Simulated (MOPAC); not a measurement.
Job for MOPAC: PM3 on AlCl+, 2S+1 = 2, a spin state set in the input, which need not be the lowest, a point of a bond scan (R = 1.933 Å). Charge +1.

```
PM3 1SCF PRECISE CHARGE=1 UHF MS=0.5 THREADS=1
AlCl

Al     0.00000000 1     0.00000000 1     0.00000000 1
Cl     0.00000000 1     0.00000000 1     1.93286300 1
```

The log:

```
*******************************************************************************
 **                                                                           **
 **                              MOPAC v23.2.5                                **
 **                                                                           **
 *******************************************************************************
 ** MOPAC's Digital Object Identifier: https://doi.org/10.5281/zenodo.6511958 **
 **                                                                           **
 ** Please cite the open-source release paper for use of this MOPAC version:  **
 ** J. E. Moussa and J. J. P. Stewart (2026)                                  **
 ** MOPAC: An open-source semiempirical molecular orbital program             **
 ** J. Open Source Softw., 11(119), 8025, https://doi.org/10.21105/joss.08025 **
 *******************************************************************************

                              PM3 CALCULATION RESULTS

 *******************************************************************************
 *  PM3        - The PM3 Hamiltonian to be used
 *  UHF        - UNRESTRICTED HARTREE-FOCK CALCULATION
 *
 *
 *
 *                 CHARGE ON SYSTEM = +1
 *
 *
 *
 *  MS=        - IN MECI, MAGNETIC COMPONENT OF SPIN =  0.5
 *  PRECISE    - TIGHTER CRITERIA TO BE USED
 *  1SCF       - DO 1 SCF AND THEN STOP
 *  THREADS=1  - MULTI-THREADING NOT USED
 *  T=         - A TIME OF 172800.0 SECONDS REQUESTED
 *  DUMP=N     - RESTART FILE WRITTEN EVERY 7200.0 SECONDS REQUESTED
 *******************************************************************************
PM3 1SCF PRECISE CHARGE=1 UHF MS=0.5 THREADS=1
 AlCl

   ATOM   CHEMICAL          X               Y               Z
  NUMBER   SYMBOL      (ANGSTROMS)     (ANGSTROMS)     (ANGSTROMS)

     1      Al          0.00000000  *   0.00000000  *   0.00000000  *
     2      Cl          0.00000000  *   0.00000000  *   1.93286300  *



          CARTESIAN COORDINATES

    NO.       ATOM           X           Y           Z

     1        Al          0.0000      0.0000      0.0000
     2        Cl          0.0000      0.0000      1.9329

 Al: (PM3): J. J. P. STEWART, J. COMP. CHEM. 10, 209 (1989).
 Cl: (PM3): J. J. P. STEWART, J. COMP. CHEM. 10, 209 (1989).

           Empirical Formula: Al Cl  =     2 atoms



      MOLECULAR POINT GROUP   :   C*v


          UHF CALCULATION, NO. OF ALPHA ELECTRONS =    5
                           NO. OF BETA  ELECTRONS =    4

 -------------------------------------------------------------------------------
 PM3 1SCF PRECISE CHARGE=1 UHF MS=0.5 THREADS=1
 AlCl



     1SCF WAS SPECIFIED, SO BFGS WAS NOT USED
     SCF FIELD WAS ACHIEVED


                              PM3 CALCULATION
                                                       MOPAC v23.2.5 Linux




          FINAL HEAT OF FORMATION =        199.77254 KCAL/MOL =     835.84831 KJ/MOL


          COSMO AREA              =         90.58 SQUARE ANGSTROMS
          COSMO VOLUME            =         77.06 CUBIC ANGSTROMS

          IONIZATION POTENTIAL    =         14.781157 EV
          ALPHA SOMO LUMO (EV)    =        -14.781 -9.041
          BETA  SOMO LUMO (EV)    =        -17.077 -8.758
          NO. OF ALPHA ELECTRONS  =          5
          NO. OF BETA  ELECTRONS  =          4
          MOLECULAR WEIGHT        =         62.4345         POINT GROUP:  C*v

          MOLECULAR DIMENSIONS (Angstroms)

            Atom       Atom       Distance
           Cl     2   Al     1     1.93286
           Cl     2   Al     1     0.00000
           Al     1   Cl     2     0.00000


          SCF CALCULATIONS        =          1





   ATOM   CHEMICAL          X               Y               Z
  NUMBER   SYMBOL      (ANGSTROMS)     (ANGSTROMS)     (ANGSTROMS)

     1      Al          0.00000000  *   0.00000000  *   0.00000000  *
     2      Cl          0.00000000  *   0.00000000  *   1.93286300  *

                             CARTESIAN COORDINATES

   1   Al        0.000000000     0.000000000     0.000000000
   2   Cl        0.000000000     0.000000000     1.932863000


           Empirical Formula: Al Cl  =     2 atoms



      MOLECULAR POINT GROUP   :   C*v


          ALPHA EIGENVALUES
 -60.85631 -18.41967 -17.81803 -17.07990 -14.78116  -9.04094  -8.17341  -5.39377


           BETA EIGENVALUES
 -60.69414 -17.99184 -17.09483 -17.07671  -8.75836  -8.62504  -7.96137  -2.23383


              NET ATOMIC CHARGES AND DIPOLE CONTRIBUTIONS

  ATOM NO.   TYPE          CHARGE      No. of ELECS.   s-Pop       p-Pop
    1         Al           0.644103        2.3559     0.17428     2.18162
    2         Cl           0.355897        6.6441     1.95299     4.69112
 DIPOLE           X         Y         Z       TOTAL
 POINT-CHG.     0.000     0.000    -1.968     1.968
 HYBRID        -0.000     0.000    -2.281     2.281
 SUM           -0.000     0.000    -4.249     4.249


          ATOMIC ORBITAL ELECTRON POPULATIONS

     Atom    s        px        py        pz
    1 Al   0.17428   1.21975   0.57432   0.38755
    2 Cl   1.95299   1.78025   1.42568   1.48518


                    (SZ)    =    0.500000
                    (S**2)  =    0.779356


          ATOMIC ORBITAL SPIN POPULATIONS

    Atom   Total    s     px     py     pz
         Atomic
    1 Al  0.9673  0.067  0.780  0.089  0.030
    2 Cl  0.0327  0.003  0.220 -0.089 -0.101

 **********************
 *                    *
 * JOB ENDED NORMALLY *
 *                    *
 **********************




 == MOPAC DONE ==
```

The run finished.

Cost: about 0.03 core-seconds (a rough figure).
